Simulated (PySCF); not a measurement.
Field gradients from PBE0/pcSseg-1 densities (PySCF, non-relativistic) at GFN2-xTB geometries, isolated species, one conformer each; χzz is the principal value of largest magnitude, with Q(35Cl) = −0.0817 b. GFN2-xTB bond lengths can be off by several hundredths of an ångström, more for odd bonds, and the gradients follow them. A larger basis could move these couplings by a tenth or more.

Question: Rank these 35Cl sites by the size of the quadrupole coupling, smallest first.
A. The vinyl chlorine of `C=C[C@@H](C)C(=C)Cl`
B. The alkyl chlorine of `F[C@H]([SiH3])[SiH2]CCl`
C. Cl6 (silicon-bound chlorine) in `[Cl:1][CH2:2][SiH2:3][PH:4][SiH2:5][Cl:6]`

Answer: C (41.21 MHz), A (71.71 MHz), B (78.10 MHz).

All sites together:

```tsv
nucleus	site	Vzz (au)	η	χzz (MHz)
35Cl	the alkyl chlorine of F[C@H]([SiH3])[SiH2]CCl	4.069	0.03	-78.10
35Cl	Cl6 (silicon-bound chlorine) in [Cl:1][CH2:2][SiH2:3][PH:4][SiH2:5][Cl:6]	2.147	0.05	-41.21
35Cl	the vinyl chlorine of C=C[C@@H](C)C(=C)Cl	3.735	0.10	-71.71
```
